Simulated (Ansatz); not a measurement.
`NC(=O)[O][GeH3]`, relaxed with RKS PBE-D4/def2-SVP in Ansatz 0.2.0 from a rough embedded geometry. The force threshold is 0.03 eV/Å; the program also tests the step.

The species carries charge 0 and has multiplicity 1.

Start:

```xyz
10

N    -1.749   -1.312    0.270
C    -0.897   -0.226    0.181
O    -1.328    0.944    0.453
O     0.490   -0.513   -0.171
Ge    1.660    0.863   -0.262
H    -2.811   -1.175    0.496
H    -1.462   -2.303    0.017
H     1.824    1.516    1.104
H     1.227    1.922   -1.370
H     3.047    0.285   -0.719
```

| step | energy (eV) | largest force (eV/Å) | largest move (Å) |
| --- | --- | --- | --- |
| 1 | -63193.4001 | 3.074 | 0.000 |
| 2 | -63193.9648 | 1.425 | 0.195 |
| 3 | -63193.9831 | 1.328 | 0.122 |
| 4 | -63193.9981 | 1.025 | 0.079 |
| 5 | -63194.0610 | 0.138 | 0.051 |
| 6 | -63194.0631 | 0.093 | 0.011 |
| 7 | -63194.0648 | 0.035 | 0.018 |
| 8 | -63194.0649 | 0.027 | 0.009 |

End:

```xyz
10

N    -1.678   -1.268    0.234
C    -0.814   -0.215    0.171
O    -1.112    0.953    0.414
O     0.434   -0.595   -0.192
Ge    1.561    0.880   -0.254
H    -2.647   -1.088    0.483
H    -1.375   -2.212    0.005
H     1.685    1.504    1.153
H     1.072    1.866   -1.337
H     2.874    0.175   -0.679
```

Run time 13 s (4 threads of a server CPU on a shared host); peak host memory 0.17 GiB.
